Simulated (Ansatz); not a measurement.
A run for Ansatz (a program for electronic structure): R-PBE0/def2-TZVPP on H2OSSi (SMILES O[Si]S), a point of a torsion scan.

Ansatz 0.2 input:
```yaml
crystal:
  periodic: [false, false, false]
  atoms:
    - {symbol: O, position_ang: [-1.06364245, 0.27128267, -0.12077381]}
    - {symbol: Si, position_ang: [-0.10194754, -0.89613478, -0.72229680]}
    - {symbol: S, position_ang: [1.51462974, -0.69744687, 0.77096823]}
    - {symbol: H, position_ang: [-1.91965783, 0.53525019, -0.44412861]}
    - {symbol: H, position_ang: [2.16891869, 0.20171380, 0.04918466]}
basis:
  gaussian:
    orbitals: def2-TZVPP
hamiltonian:
  xc: {name: PBE0}
scf: {lower_state_search: off}
```

It printed:

```
WARN ansatz: RAYON_NUM_THREADS=1 ignored (pool sized by the plan → 1); use --threads N
Functional definition: PBE0
these checks for a lower state are left out or cut short: stability, starts, cluster_reference, orbital_swaps, neighbouring_geometries, increment
integrals: 0.06 GiB planned
875 factors; their error is unknown
mean field: 0.51 GiB planned
mean field evaluation 1: about -20780.3331 eV, gradient 5.6e1 eV
mean field evaluation 2: about -20761.4520 eV, gradient 1.1e2 eV
mean field evaluation 4: about -20785.4960 eV, gradient 5.0e0 eV
mean field evaluation 8: about -20785.5811 eV, gradient 1.5e-1 eV
mean field evaluation 16: about -20785.5811 eV, gradient 6.1e-6 eV
mean field -20785.58112285 eV, -763.8560172919 hartree, gradient 6.1e-6 eV, S^2 0.000000; 0 other end points of the search recorded, 0 dependent functions left out
reference -20785.58114604 eV, -763.8560181442 hartree; 20, 20 occupied and 123, 123 virtual orbitals, 875 factors
Total energy: -20785.58114604 eV, -763.8560181442 hartree
Checks for a lower state left out: stability, starts, cluster_reference, orbital_swaps, neighbouring_geometries, increment
```

The run converged.

Cost: roughly 2.1 core-seconds.
